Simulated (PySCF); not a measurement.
Diagnose this run.

A core-ionisation job on C2H8GeNP, SMILES `C/N=[CH]\[GeH2][PH2]`. Theory: PySCF, delta-SCF UKS HF, pcX-2 on the ionised atom, pcseg-1 elsewhere, spin-free X2C.

Driver input (Å, PBE0-D3(BJ)/def2-SVP geometry):

```
{"job": {"kind": "xps", "xc": "HF"}, "charge": 0, "multiplicity": 1}
C      1.8669     0.6823     0.2147
N      1.6162    -0.1545    -0.9200
C      0.5307    -0.7939    -1.0339
Ge    -1.0319    -0.8300     0.1923
P     -1.9935     1.2941     0.2259
H      2.7948     0.3523     0.7087
H      1.0547     0.7106     0.9682
H      2.0523     1.7115    -0.1331
H      0.4143    -1.4088    -1.9440
H     -1.9932    -1.9088    -0.3447
H     -0.6345    -1.1911     1.6368
H     -3.2902     0.8302     0.6068
H     -2.3014     1.2627    -1.1689
```

Output:

```
ground state, core basis on atom 0 (C), 158 functions
  cycle   1  E = -2568.54583346  |g| = 4.15e-01
  cycle   2  E = -2568.60636079  |g| = 1.92e-01
  cycle   3  E = -2568.61589527  |g| = 7.27e-02
  cycle   4  E = -2568.61792239  |g| = 2.41e-02
  cycle   5  E = -2568.61813730  |g| = 6.57e-03
  cycle   6  E = -2568.61817537  |g| = 3.10e-03
  cycle   7  E = -2568.61818171  |g| = 1.04e-03
  cycle   8  E = -2568.61818246  |g| = 3.12e-04
  E(ground) = -2568.61818246 Eh
hole in C 1s of atom 0
  cycle   1  E = -2557.35734027  |g| = 1.49e+00
  cycle   2  E = -2557.71164995  |g| = 7.68e-01
  cycle   3  E = -2557.90445999  |g| = 1.14e-01
  cycle   4  E = -2557.91026374  |g| = 3.14e-02
  cycle   5  E = -2557.91100290  |g| = 1.77e-02
  cycle   6  E = -2557.91154889  |g| = 1.09e-02
  cycle   7  E = -2557.91181845  |g| = 4.98e-03
  cycle   8  E = -2557.91187526  |g| = 2.25e-03
  cycle   9  E = -2557.91189095  |g| = 1.46e-03
  cycle  10  E = -2557.91189959  |g| = 1.23e-03
  cycle  11  E = -2557.91190873  |g| = 1.12e-03
  cycle  12  E = -2557.91193398  |g| = 8.06e-04
  cycle  13  E = -2557.91195284  |g| = 4.24e-04
  E(ion) = -2557.91195284 Eh   <S^2> = 0.7981   hole on atom = 1.000   binding energy = 291.331 eV
ground state, core basis on atom 1 (N), 158 functions
  cycle   1  E = -2568.63213790  |g| = 3.19e-02
  cycle   2  E = -2568.63224867  |g| = 5.93e-03
  cycle   3  E = -2568.63225642  |g| = 3.44e-03
  cycle   4  E = -2568.63225890  |g| = 5.68e-04
  cycle   5  E = -2568.63225908  |g| = 3.47e-04
  E(ground) = -2568.63225908 Eh
hole in N 1s of atom 1
  cycle   1  E = -2553.05194175  |g| = 1.84e+00
  cycle   2  E = -2553.39553803  |g| = 1.17e+00
  cycle   3  E = -2553.77001091  |g| = 1.41e-01
  cycle   4  E = -2553.77912608  |g| = 4.13e-02
  cycle   5  E = -2553.78051574  |g| = 2.18e-02
  cycle   6  E = -2553.78153744  |g| = 1.22e-02
  cycle   7  E = -2553.78201989  |g| = 7.89e-03
  cycle   8  E = -2553.78226661  |g| = 4.73e-03
  cycle   9  E = -2553.78239069  |g| = 1.94e-03
  cycle  10  E = -2553.78240877  |g| = 5.67e-04
  cycle  11  E = -2553.78240970  |g| = 2.14e-04
  E(ion) = -2553.78240970 Eh   <S^2> = 0.8360   hole on atom = 1.000   binding energy = 404.085 eV
ground state, core basis on atom 2 (C), 158 functions
  cycle   1  E = -2568.62316478  |g| = 3.40e-02
  cycle   2  E = -2568.62330144  |g| = 1.60e-02
  cycle   3  E = -2568.62335011  |g| = 5.36e-03
  cycle   4  E = -2568.62335681  |g| = 3.80e-04
  E(ground) = -2568.62335681 Eh
hole in C 1s of atom 2
  cycle   1  E = -2557.34254227  |g| = 1.49e+00
  cycle   2  E = -2557.60251865  |g| = 9.66e-01
  cycle   3  E = -2557.91211741  |g| = 1.69e-01
  cycle   4  E = -2557.92496628  |g| = 5.88e-02
  cycle   5  E = -2557.92714843  |g| = 2.61e-02
  cycle   6  E = -2557.92893185  |g| = 2.10e-02
  cycle   7  E = -2557.93080670  |g| = 1.88e-02
  cycle   8  E = -2557.93287088  |g| = 1.69e-02
  cycle   9  E = -2557.93632712  |g| = 9.19e-03
  cycle  10  E = -2557.93646058  |g| = 5.21e-03
  cycle  11  E = -2557.93661803  |g| = 2.72e-03
  cycle  12  E = -2557.93663132  |g| = 1.48e-03
  cycle  13  E = -2557.93664493  |g| = 4.31e-04
  E(ion) = -2557.93664493 Eh   <S^2> = 1.1207   hole on atom = 1.000   binding energy = 290.800 eV
ground state, core basis on atom 4 (P), 169 functions
  cycle   1  E = -2568.71285037  |g| = 8.50e-02
  cycle   2  E = -2568.71305928  |g| = 9.76e-03
  cycle   3  E = -2568.71307582  |g| = 4.38e-03
  cycle   4  E = -2568.71308076  |g| = 1.25e-03
  cycle   5  E = -2568.71308133  |g| = 4.18e-04
  E(ground) = -2568.71308133 Eh
hole in P 1s of atom 4
  cycle   1  E = -2488.54415362  |g| = 4.68e+00
  cycle   2  E = -2489.53514159  |g| = 1.09e+00
  cycle   3  E = -2489.66681879  |g| = 1.12e-01
  cycle   4  E = -2489.67076595  |g| = 2.10e-02
  cycle   5  E = -2489.67102104  |g| = 5.87e-03
  cycle   6  E = -2489.67107607  |g| = 3.10e-03
  cycle   7  E = -2489.67109586  |g| = 1.83e-03
  cycle   8  E = -2489.67110538  |g| = 9.26e-04
  cycle   9  E = -2489.67110754  |g| = 5.57e-04
  cycle  10  E = -2489.67110857  |g| = 2.82e-04
  E(ion) = -2489.67110857 Eh   <S^2> = 0.7554   hole on atom = 1.000   binding energy = 2150.842 eV
hole in P 2p of atom 4
  cycle   1  E = -2563.32957914  |g| = 1.34e+00
  cycle   2  E = -2563.66146968  |g| = 4.85e-01
  cycle   3  E = -2563.71087080  |g| = 2.99e-02
  cycle   4  E = -2563.71160908  |g| = 1.23e-02
  cycle   5  E = -2563.71177735  |g| = 5.88e-03
  cycle   6  E = -2563.71184697  |g| = 3.06e-03
  cycle   7  E = -2563.71186702  |g| = 1.58e-03
  cycle   8  E = -2563.71187392  |g| = 9.24e-04
  cycle   9  E = -2563.71187631  |g| = 5.39e-04
  cycle  10  E = -2563.71187707  |g| = 2.50e-04
  E(ion) = -2563.71187707 Eh   <S^2> = 0.7611   hole on atom = 1.002   binding energy = 136.090 eV
  2p3/2 = 135.818 eV   2p1/2 = 136.670 eV
```

The program numbers atoms from 0. The 2p3/2 and 2p1/2 values come from a spin–orbit splitting computed afterwards; their 2:1 mean is the average over the three 2p orbitals and can differ from the one hole solved.

Problem. Do all binding energies of this run deserve the same trust?

Solution. No. Every hole passed the driver's convergence checks (|g| < 5e-4, core orbital emptied to over 0.9), but ⟨S²⟩ is 1.121 for C1s on atom 2, against 0.75 for a pure doublet, so the unrestricted ion state holds higher spin components.

Problem. What would you do next?

Solution. Recompute such holes with a restricted open-shell or spin-projected scheme and compare; until then these binding energies are doubtful.
